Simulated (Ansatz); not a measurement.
`[F][GaH][SeH]` + H₂O → `[OH][GaH][F]` + H₂Se  (formal hydrolysis of a Ga–Se bond)

Program: Ansatz. Geometries: PBE0-D4/def2-TZVP. ΔE: electronic, gas phase. CCSD(T)/CBS is the MP2 limit (def2-TZVPP, def2-QZVPP) plus CCSD(T) − MP2 in def2-TZVPP, frozen cores. This one scheme is used for every species. Functionals use def2-TZVPP. B3LYP here is the variant with VWN-RPA as its local correlation; programs differ in this. HSE06 is defined as in plane-wave codes. For Ga, Se outer-core shells are correlated without core-valence functions, which leaves a few kJ/mol of doubt a bond. Scalar relativity is left out up to krypton. Each species was taken in one conformer, which may not be the lowest.

| level | ΔE (kJ/mol) | difference from CCSD(T)/CBS |
| --- | --- | --- |
| LDA (SPW92) | 47.8 | -2.3 |
| PBE-D4 | 51.7 | 1.6 |
| revPBE-D4 | 50.7 | 0.6 |
| BLYP-D4 | 44.4 | -5.7 |
| r2SCAN-D4 | 47.4 | -2.7 |
| PBE0-D4 | 55.1 | 5.0 |
| B3LYP-D4 | 47.7 | -2.4 |
| r2SCAN0-D4 | 51.8 | 1.7 |
| BHLYP-D4 | 51.1 | 1.0 |
| CAM-B3LYP-D4 | 41.2 | -8.9 |
| ωB97X-V | 42.9 | -7.2 |
| ωB97M-V | 46.5 | -3.6 |
| B2PLYP | 42.8 | -7.3 |
| PBE-QIDH | 50.7 | 0.6 |
| PBE | 49.5 | -0.6 |
| revPBE | 49.2 | -0.9 |
| BLYP | 40.6 | -9.5 |
| r2SCAN | 47.0 | -3.1 |
| PBE0 | 53.1 | 3.0 |
| B3LYP | 44.1 | -6.0 |
| r2SCANh | 48.8 | -1.3 |
| r2SCAN0 | 51.2 | 1.1 |
| HSE06 | 53.4 | 3.3 |
| BHLYP | 45.9 | -4.2 |
| CAM-B3LYP | 39.0 | -11.1 |
| LC-ωPBE | 43.2 | -6.9 |
| RPA@PBE/def2-TZVPP | 39.1 | -11.0 |
| HF/def2-SVP | 41.1 | -9.0 |
| MP2/def2-SVP | 33.2 | -16.9 |
| CCSD/def2-SVP | 32.6 | -17.5 |
| CCSD(T)/def2-SVP | 32.5 | -17.6 |
| MP2/def2-TZVPP | 45.1 | -5.0 |
| SCS-MP2/def2-TZVPP | 40.4 | -9.7 |
| CCSD/def2-TZVPP | 43.3 | -6.8 |
| CCSD(T)/def2-TZVPP | 43.5 | -6.6 |
| HF/def2-QZVPP | 43.0 | -7.1 |
| MP2/def2-QZVPP | 48.3 | -1.8 |
| SCS-MP2/def2-QZVPP | 43.1 | -7.0 |
| MP2/CBS(def2) | 51.7 | 1.6 |
| CCSD/CBS(def2) | 49.8 | -0.3 |
| CCSD(T)/CBS | 50.1 | 0 |

What do rigid-rotor, harmonic-oscillator terms from PBE0-D4/def2-TZVP frequencies (298.15 K, 1 bar) make of the CCSD(T)/CBS value? (An estimate is asked.)

Ansatz gave: ΔZPE = -6.9 kJ/mol, ΔH = +41.6 kJ/mol, ΔS = 2 J/(mol·K), ΔG = +41.0 kJ/mol.

Largest T1 diagnostic among the species: 0.015.

From r2SCAN to r2SCAN0 (25 % exact exchange), in def2-TZVPP and without D4, ΔE moves by +4.2 kJ/mol. Leaving LDA and LC-ωPBE aside and taking each functional with its dispersion term where it has one, the values, not all of them listed here, spread over 14.1 kJ/mol, from CAM-B3LYP-D4 to HSE06-D4.
